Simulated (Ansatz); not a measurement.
Basis-set extrapolation for CH6BCl2N (`C[B-]([NH3+])(Cl)Cl`) (PBE0-D4/def2-TZVP geometry, frozen core, Ansatz). Multiplicity 1, RHF reference.

```tsv
	def2-TZVPP	def2-QZVPP
HF	-1039.690449	-1039.721339
MP2 correlation	-0.902292	-0.976266
CCSD(T) correlation	-0.996853	not run
```

Energies in hartree. Use E(X) = E(∞) + A·exp(−7.88·√X) for Hartree–Fock and E(X) = E(∞) + B·X^(−2.97) for correlation, with X = 3 and 4, and add CCSD(T) minus MP2 of the smaller set to the MP2 limit.

Problem. What is the CCSD(T) energy at the basis-set limit?

Solution. HF limit: -1039.721339 + (-0.030890) × 0.13774 = -1039.72559. MP2 limit: -0.976266 + (-0.073974) × 0.74074 = -1.03106. Higher-order term: -0.996853 − (-0.902292) = -0.09456. Total: -1040.85121 hartree, 430.3 kJ/mol below CCSD(T)/def2-TZVPP.
